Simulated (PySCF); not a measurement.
Ga(Br)(OH)2 (BrGaH2O2), SMILES [OH][Ga]([OH])[Br].

The structure is a stationary point at B3LYP-D3(BJ)/def2-SVP. One conformer was computed; it need not be the lowest.

The numbers are results of PBE/def2-TZVP (PySCF), not measurements.

Isolated molecule, no solvent.

Computed frontier levels, gap, dipole moment and polarisability:
```yaml
highest_occupied_level: -7.36 eV
lowest_empty_level: -2.34 eV
orbital_gap: 5.02 eV
dipole_moment: 1.54 D
quadrupole, principal values (traceless, Buckingham form, about the centre of nuclear charge): -3.88, 0.73, 3.15 D·Å
mean_static_polarisability: 54.5 bohr³ (8.07 Å³)
polarisability_principal_values: 40.0, 53.5, 70.0 bohr³
```
